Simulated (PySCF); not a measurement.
SMILES C[CH](C)[InH][CH](C)C (C6H15In), GFN2-xTB optimised geometry. Atoms within 1.6 Å of the plane z = 1.5 Å (x, y, z in Å): In1 (0.54, -0.01, 0.00), H2 (2.35, -0.01, 0.00), C3 (-0.44, -2.09, 0.00), C4 (-1.65, -2.09, 0.93), C5 (0.62, -3.10, 0.42), H7 (-2.17, -3.04, 0.89), H8 (-1.34, -1.91, 1.96), H9 (-2.35, -1.30, 0.63), H11 (0.23, -4.12, 0.37), H12 (0.94, -2.91, 1.45), C13 (-0.45, 2.07, 0.00), H16 (-0.95, 2.22, 0.96), H20 (1.39, 3.00, 0.66).

Level of theory: CAM-B3LYP/def2-SVP, def2 effective core potentials past Kr run with PySCF. The core electrons that the potentials of In replace are not part of the density.

Map of the electron localisation function on the plane z = 1.5 Å:

```
|000000000000000000000000000|
|000000000000000000000000000|
|000000000000000000000000000|
|000000000000000000000000000|
|000000000000000000000000000|
|000000000000000033000000000|
|000000000010000799400000000|
|000000000399400899600000000|
|000000000899910498100000000|
|000000000799910000000000000|
|000000000277300000000000000|
|000000000000021001210000000|
|000000000000111115761000000|
|000000000000010026882000000|
|000000044100010015761000000|
|000000266331000000110000000|
|000000145688100000000000000|
|000000013699201540000000000|
|000000025676019995000000000|
|000000189951049996000000000|
|000000299940028993000000000|
|000000069810011210000000000|
|000000001000131000000000000|
|000000000000021000000000000|
|000000000000000000000000000|
|000000000000000000000000000|
|000000000000000000000000000|
```
Scale: ten equal steps from 0.000 (start of '0') to 1.000 (end of '9'), in the order '0123456789'; x runs from -6.50 to 6.50, y from -6.50 (bottom) to 6.50 (top).
